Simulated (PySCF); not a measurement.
B3LYP has the VWN-RPA correlation part, as in Gaussian. 

Z-matrix (Å, degrees):
```
C
C 1 1.3275
O 2 1.3729 1 122.51
H 3 0.9608 2 109.53 1 -180.00
H 1 1.0831 2 116.46 3 -180.00
H 2 1.0844 1 121.73 5 0.00
C 1 1.4962 5 118.21 2 180.00
H 7 1.0888 1 111.37 5 180.00
H 7 1.0939 8 108.13 1 122.34
H 7 1.0939 8 108.13 9 115.33
```
Charge 0, multiplicity 1.

### Question
What is the computed dipole moment, HOMO–LUMO gap, LUMO, HOMO and total energy (B3LYP-D3(BJ)/def2-TZVP in PySCF 2.14.0)?

### Answer

| Property | Value |
|---|---|
| dipole moment | 1.57 D |
| HOMO–LUMO gap | 6.63 eV |
| LUMO | 0.50 eV |
| HOMO | -6.13 eV |
| total energy | -193.2213 Ha |
